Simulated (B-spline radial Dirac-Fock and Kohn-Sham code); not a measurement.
Method: Dirac-Fock ΔSCF + Breit + QED. Computed with a B-spline atomic structure program. Free atoms and ions in their tabulated ground configurations, energies from the vacuum level.

**Question.** Order these levels by binding energy, lowest first.
A. Te³⁺ 3d3/2
B. Kr³⁺ 3s
C. Tb⁵⁺ 4s
D. Mo⁵⁺ 3d5/2
E. Pb⁴⁺ 4d5/2
F. Ta⁷⁺ 4d5/2

**Answer.** D (306.8 eV), B (339.0 eV), F (348.8 eV), E (467.2 eV), C (484.8 eV), A (625.2 eV).

**Question.** Order these levels by binding energy, lowest first.
A. Tm⁶⁺ 3d3/2
B. Tc²⁺ 2s
C. Hg²⁺ 3d5/2
D. Os⁺ 3p3/2
E. P⁷⁺ 1s
F. Yb⁶⁺ 3p1/2

**Answer.** A (1614.1 eV), F (2279.2 eV), C (2323.3 eV), E (2363.2 eV), D (2482.4 eV), B (3078.7 eV).
